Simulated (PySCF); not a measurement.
SMILES B(O)(O)[SiH2]Cl, CAM-B3LYP/def2-SVP optimised geometry.

```
9

O     -0.02    -1.89     0.00
B      0.66    -0.72     0.00
O      2.01    -0.72     0.00
Si    -0.36     1.04     0.00
Cl    -2.37     0.42     0.01
H     -0.98    -1.76     0.00
H      2.37    -1.61     0.00
H     -0.16     1.88    -1.21
H     -0.15     1.89     1.20
```

Density from CAM-B3LYP/def2-TZVP (PySCF) at that geometry.

Minimum of the electron density along straight lines between bonded atoms, close to the bond critical point (lines longer than 1.1 times the sum of covalent radii, or with two minima, are not listed):

```
bond     length / Å  ρ at the minimum / e bohr⁻³  ∇²ρ there / e bohr⁻⁵  position (fraction from the first atom)
-------  ----------  ---------------------------  --------------------  ---------------------------------------
O1–B2         1.354                        0.215                  0.95                                     0.67
B2–O3         1.352                        0.217                  0.96                                     0.33
B2–Si4        2.028                        0.118                   ___                                     0.61
Si4–Cl5       2.105                          ___                   ___                                     0.36
O1–H6         0.968                        0.350                 -2.40                                     0.81
O3–H7         0.968                        0.350                 -2.38                                     0.81
Si4–H8        1.487                        0.123                  0.14                                     0.49
Si4–H9        1.487                        0.123                  0.14                                     0.49
```

Task: Fill in the missing entries.

Result: 
- B2–Si4, ∇²ρ there / e bohr⁻⁵: -0.11
- Si4–Cl5, ρ at the minimum / e bohr⁻³: 0.090
- Si4–Cl5, ∇²ρ there / e bohr⁻⁵: 0.18
